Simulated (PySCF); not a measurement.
Correlation energy of Cr (chromium, neutral)

[Ar] 3d5 4s1, high-spin 7S determinant. Calculation: PySCF 2.14, in x2c-TZVPPall (6s5p4d2f1g, 64 functions); scalar relativity by spin-free X2C-1e. Frozen: [Ne]; 14 electrons correlated.

```csv
level,correlation energy (mhartree)
CCSD,-410.84
(T),-10.41
CCSD(T),-421.25
```

Diagnostics: T1 = 0.017, D1 = 0.0559, largest double amplitude 0.022.

Cost of the coupled-cluster step: about 6 core-seconds, for 14 correlated electrons.

This basis was not built for core-valence correlation, so the inner-shell part is incomplete.
